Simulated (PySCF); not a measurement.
A structure optimised at PBE-D3(BJ)/def2-SVP, used in a PySCF frequency run:

```xyz
12

C     -2.7204     1.4916    -1.5686
C     -2.0787     0.8096    -0.7843
C     -1.3109    -0.0294     0.1437
F     -0.8624     0.7142     1.2227
C     -0.1459    -0.7015    -0.5691
C      1.1095    -0.5642    -0.1971
C      2.3672    -0.3835     0.1538
F      3.0147    -1.1707     1.0366
H     -3.2863     2.1019    -2.2591
H     -1.9844    -0.8287     0.5405
H     -0.4262    -1.3267    -1.4382
H      3.0019     0.4266    -0.2465
```

Q: Write its SMILES and formula.

A: C#C[C@H](F)C=C=CF, C₆H₄F₂

Q: What are its rotational constants (standard atomic weights)?

A: 5.7358, 0.87696, 0.81730 GHz
